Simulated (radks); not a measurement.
Ga IV, configuration [Ar] 3d9.5 4p0.5 (fractional occupations, a model configuration).

Calculated with a radial shooting solver on a logarithmic mesh with Libxc functionals: scalar-relativistic Kohn-Sham, BLYP, spin-polarised, spherical densities, finite nucleus; open shells are filled with parallel spins first; Fermi nuclear charge, rms radius 3.9973 fm.

Energy parts (eV):
total: -52835.982
kinetic: 53738.270
electron-nucleus: -126233.886
Hartree: 21695.555
exchange-correlation: -2035.922

Orbitals (lengths in bohr, moments of r in powers of bohr; r(max) is where P^2 peaks; r(90%) holds 90 % of the orbital's charge):
| orbital | occ. | eigenvalue (eV) | r(90%) | <r^4> | <1/r> | r(max) |
|---|---|---|---|---|---|---|
| 1s up | 1 | -10272.55 | 0.0868 | 0.00002599 | 31.30 | 0.03178 |
| 1s down | 1 | -10272.52 | 0.0868 | 0.00002599 | 31.30 | 0.03178 |
| 2s up | 1 | -1302.416 | 0.337 | 0.005438 | 6.844 | 0.1824 |
| 2s down | 1 | -1302.043 | 0.337 | 0.005434 | 6.846 | 0.1824 |
| 2p up | 3 | -1139.164 | 0.312 | 0.004006 | 6.715 | 0.1464 |
| 2p down | 3 | -1138.868 | 0.312 | 0.004002 | 6.716 | 0.1464 |
| 3s up | 1 | -187.2625 | 0.972 | 0.3831 | 2.192 | 0.5637 |
| 3s down | 1 | -186.5687 | 0.973 | 0.3836 | 2.191 | 0.5639 |
| 3p up | 3 | -137.9704 | 1.04 | 0.5000 | 2.042 | 0.5655 |
| 3p down | 3 | -137.2815 | 1.04 | 0.5008 | 2.041 | 0.5657 |
| 3d up | 5 | -57.7283 | 1.30 | 1.339 | 1.699 | 0.5283 |
| 3d down | 4.5 | -57.0275 | 1.30 | 1.343 | 1.698 | 0.5289 |
| 4p up | 0.5 | -29.3937 | 3.28 | 48.42 | 0.5833 | 1.946 |
| 4p down | 0 | -28.7806 | 3.29 | 49.50 | 0.5806 | 1.952 |

The highest occupied level is 4p up at -29.394 eV. The spin density at the nucleus is -0.2132 e/bohr^3 (1s -0.0543, 2s -0.4359, 3s 0.2770).
